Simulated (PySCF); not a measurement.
Worked example: oscillator strength and radiative lifetime

B(I)2(OH) (BHI₂O), SMILES OB(I)I.

Geometry optimised at B3LYP-D3(BJ)/def2-SVP. The def2 effective core potentials stand for the cores of I; spin–orbit coupling is left out. One conformer was computed; it need not be the lowest.

TDDFT-CAM-B3LYP/def2-SVPD (PySCF) puts the first singlet state with f over 0.02 at 5.83 eV (vertical), with the transition dipole (0.061, 1.103, 0.000) in atomic units.

Task: Find the oscillator strength, the wavelength and the radiative lifetime that this transition would have in vacuum if emission retraced absorption.

Result: 
|μ|² = 1.2203 au, so |μ| = 2.81 D. ΔE = 5.83/27.211 = 0.2142 hartree. f = (2/3) ΔE |μ|² = 0.174 (the program prints 0.174).
λ = 1239.84/5.83 = 213 nm; ν = 47022 cm⁻¹.
Einstein's coefficient A = 0.6670 ν² f s⁻¹ (ν in cm⁻¹) = 2.6e8 s⁻¹, so τ = 1/A = 3.9 ns. This state is S3; the lower singlets have f = 0.000, 0.001. The figure is the radiative limit of this one transition; relaxation, internal conversion, crossing to triplets and a medium change what is measured.
